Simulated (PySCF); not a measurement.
A species of formula C6H9ClF2O has this rotational fingerprint, computed with PBE0/pcSseg-1 in PySCF (dipole) on a GFN2-xTB geometry, gas phase:

- Rotational constants: A = 1517, B = 825.4, C = 737.2 MHz
- Dipole components: |μa| = 1.48 D, |μb| = 1.30 D, |μc| = 1.19 D
- Inertial defect: -259.77 u·Å²
- κ: -0.77

Question: Which candidate fits, each taken in the one conformer that was computed?
A. `[CH3:1][CH2:2][C@H:3]([CH3:4])[C:5]([F:6])([F:7])[C:8](=[O:9])[Cl:10]` with C1–C2–C3–C4 -169°, C2–C3–C5–F6 -74°, C3–C5–C8–O9 71°
B. `[CH3:1][CH2:2][C@@:3]([F:4])([C:5](=[O:6])[Cl:7])[C@H:8]([CH3:9])[F:10]` with C1–C2–C3–F4 -61°, C2–C3–C5–O6 67°, C2–C3–C8–C9 169°
C. `[CH3:1][CH:2]([CH3:3])[C@@H:4]([F:5])[C@H:6]([F:7])[C:8](=[O:9])[Cl:10]` with C1–C2–C4–F5 52°, C2–C4–C6–F7 81°, C4–C6–C8–O9 -69°

Answer: C. It is CC(C)[C@@H](F)[C@H](F)C(=O)Cl, an asymmetric top, point group C1. The candidates at the same level (rigid rotor, commonest isotopes):

```csv
SMILES,A (MHz),B (MHz),C (MHz),μa (D),μb (D),μc (D),Δ (u·Å²),point group,rotor
CC[C@H](C)C(F)(F)C(=O)Cl,1276,1057,852.0,1.85,1.75,0.41,-281.15,C1,asymmetric top
CC[C@@](F)(C(=O)Cl)[C@H](C)F,1430,947.5,766.6,0.57,0.39,0.21,-227.61,C1,asymmetric top
CC(C)[C@@H](F)[C@H](F)C(=O)Cl,1517,825.4,737.2,1.48,1.30,1.19,-259.77,C1,asymmetric top
```

`CC[C@H](C)C(F)(F)C(=O)Cl` has B 28 % too high; `CC[C@@](F)(C(=O)Cl)[C@H](C)F` has B 15 % too high. No structure here is proved a minimum.
